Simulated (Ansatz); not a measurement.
Program: Ansatz. Geometries: PBE0-D4/def2-TZVP. ΔE: electronic, gas phase. CCSD(T)/CBS adds triple-zeta CCSD(T) − MP2 to the extrapolated MP2 energy (def2 sets, frozen cores). This one scheme is used for every species. Functionals use def2-TZVPP. For Ge outer-core shells are correlated without core-valence functions, which leaves a few kJ/mol of doubt a bond. Scalar relativity is left out up to krypton. Each species was taken in one conformer, which may not be the lowest.

`O=C=NBF` + `[NH2][GeH2][OH]` → `[NH2][GeH2][O]BF` + `N=C=O`  (ligand exchange at a B–N bond)

Question: Is it downhill or uphill in electronic energy at CCSD(T)/CBS, and by how much? (Best estimate.)

Answer: Ansatz gave: Downhill: ΔE = -0.53 eV.

Question: What do these levels give: r2SCAN-D4, r2SCAN, r2SCANh, CAM-B3LYP, CCSD(T)/def2-SVP, CCSD/CBS(def2)? (An estimate is asked.)

Answer: Ansatz gave: r2SCAN-D4 -0.51, r2SCAN -0.51, r2SCANh -0.51, CAM-B3LYP -0.53, CCSD(T)/def2-SVP -0.64, CCSD/CBS(def2) -0.52 eV.

Question: What do rigid-rotor, harmonic-oscillator terms from PBE0-D4/def2-TZVP frequencies (298.15 K, 1 bar) make of the CCSD(T)/CBS value? (Best estimate.)

Answer: Computed: ΔZPE = -0.01 eV, ΔH = -0.53 eV, ΔS = -7 J/(mol·K), ΔG = -0.51 eV. Modes under 50 cm⁻¹ make the entropy rough.

Largest T1 diagnostic among the species: 0.018.

At CCSD(T), def2-SVP lies −0.11 eV from the extrapolated value and def2-TZVPP −0.03 eV. Leaving LDA and LC-ωPBE aside and taking each functional with its dispersion term where it has one, the values, not all of them listed here, spread over 0.08 eV, from CAM-B3LYP-D4 to revPBE-D4. LDA lies −0.05 eV from PBE without D4.
